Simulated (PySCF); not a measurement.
C₂H₉BFNSi, SMILES CN(C)B(F)[SiH3].

Coordinates come from a ωB97X-D3(BJ)/def2-SVP optimisation. One conformer was computed; it need not be the lowest.

These are PBE/def2-TZVP run with PySCF values and carry that method's errors.

Symmetry labels are those of the subgroup Cs that the program uses (full group Cs).

Computed valence orbital energies around the gap with their symmetry:
| orbital | symmetry | energy (eV) |
|---|---|---|
| HOMO−7 | A' | -9.87 |
| HOMO−6 | A" | -9.84 |
| HOMO−5 | A' | -9.54 |
| HOMO−4 | A' | -9.36 |
| HOMO−3 | A" | -8.15 |
| HOMO−2 | A' | -8.05 |
| HOMO−1 | A' | -6.91 |
| HOMO | A" | -6.19 |
| LUMO | A" | -1.10 |
| LUMO+1 | A' | 0.05 |
| LUMO+2 | A' | 0.15 |
| LUMO+3 | A' | 0.90 |
